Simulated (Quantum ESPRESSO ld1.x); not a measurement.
Values are calculated unless marked as measured or tabulated.
Valence configurations of Re II (all share [Xe]). Code: ld1.x of Quantum ESPRESSO 7.5. Model: Dirac Kohn-Sham, PW91, spin-unpolarised, spherical densities, point nucleus; open shells fill j = l - 1/2 first. Energies are relative to 4f14 5d5 6s1; eigenvalues in eV.

valence,E (eV),e(4f5/2),e(4f7/2),e(5d3/2),e(5d5/2),e(6p1/2)
4f14 5d5 6s1,0.000,-50.947,-48.435,-13.328,-12.411,-
4f14 5d5 6p1,5.124,-52.170,-49.658,-14.393,-13.457,-8.207
4f14 5d4 6s1 6p1,5.603,-55.024,-52.511,-16.279,-,-8.860
4f14 5d3 6s2 6p1,8.075,-58.362,-55.847,-18.417,-,-9.550
4f13.5 5d5.5 6s1,19.050,-55.800,-53.240,-14.025,-13.044,-
4f13 5d6 6s1,40.215,-60.765,-58.156,-14.717,-13.673,-
4f13 5d5 6s2,41.421,-63.812,-61.201,-16.783,-15.668,-
4f13 5d5 6s1 6p1,47.034,-65.046,-62.435,-17.864,-16.732,-9.026
4f13 5d4 6s2 6p1,49.588,-68.313,-65.700,-20.026,-,-9.714
4f12 5d5 6s1 6p2,107.14,-80.104,-77.392,-22.758,-21.407,-10.427

NIST lists [Xe] 4f14 5d5 6s1 as the ground configuration; this level of theory agrees among the configurations tried. The energies are those of spherical spin-averaged densities, not of single terms.
